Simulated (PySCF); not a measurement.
## Electric field gradients and quadrupole coupling constants

Species: C4H13NSi2.
Structure used (GFN2-xTB), in Å, numbered top down from 1:
```
atom  x, y, z in Å
C1     3.9901   -0.3599   -0.5360
C2     3.0112    0.3102    0.0422
C3     1.7174   -0.2883    0.4916
C4     0.5317    0.3470   -0.2345
Si5   -1.1236   -0.3938    0.3227
N6    -2.3660    0.4164   -0.5662
Si7   -4.0785    0.2391   -0.3901
H8     4.9009    0.1173   -0.8563
H9     3.9227   -1.4220   -0.7083
H10    3.1033    1.3778    0.2007
H11    1.6014   -0.1287    1.5671
H12    1.7251   -1.3647    0.3122
H13    0.6686    0.2109   -1.3094
H14    0.5437    1.4238   -0.0555
H15   -1.1405   -1.8424    0.0650
H16   -1.3602   -0.1566    1.7507
H17   -2.0639    0.9170   -1.3851
H18   -4.6680    1.1880   -1.3344
H19   -4.4945   -1.1321   -0.7000
H20   -4.4260    0.5516    0.9950
```

Field gradients from the PBE0/pcSseg-1 density (PySCF, non-relativistic), principal values in atomic units, ordered |Vxx| ≤ |Vyy| ≤ |Vzz|:

| atom | Vxx | Vyy | Vzz |
| --- | --- | --- | --- |
| N6 | 0.2142 | 0.5714 | -0.7856 |

Question: Find the asymmetry η = (Vxx − Vyy)/Vzz and the couplings χ = eQV/h (234.96 MHz × Q in barn × V in au), with Q(14N) = 0.02044 b.

Answer: 
| atom | environment | nucleus | η | χzz (MHz) | χxx (MHz) | χyy (MHz) |
| --- | --- | --- | --- | --- | --- | --- |
| N6 | nitrogen bridging silicon atoms | 14N | 0.45 | -3.773 | 1.029 | 2.744 |

Question: What is Vzz at N6 in SI units (1 au = 9.71736 × 10²¹ V/m²)?

Answer: -0.7856 au = -7.634 × 10²¹ V/m².

Question: And the gradient at the other heavy atoms, for which no coupling is worked out here?

Answer: 
```tsv
atom	environment	Vzz (au)	η
C1	terminal =CH2 carbon	0.282	0.47
C2	alkene CH carbon	0.336	0.56
C3	allylic carbon	-0.065	0.83
C4	sp3 carbon bound to silicon	-0.082	0.99
Si5	SiH2 silicon	0.287	0.15
Si7	SiH3 silicon	0.328	0.06
```

Were the hydrogens deuterons (Q(2H) = 0.00286 b), χzz would run from 104 kHz (H15) to 294 kHz (H17).

Isolated species at its GFN2-xTB geometry (one conformer only). GFN2-xTB bond lengths can be off by several hundredths of an ångström, more for odd bonds, and the gradients follow them. With a basis this small, the couplings can be 20 % off.

These values come from a run that also computed NMR shieldings. The run took 69 s wall (grids of density and orbitals included) on one thread of an Arm Neoverse N1, on a shared host, and the process peaked at 0.88 GiB of memory.
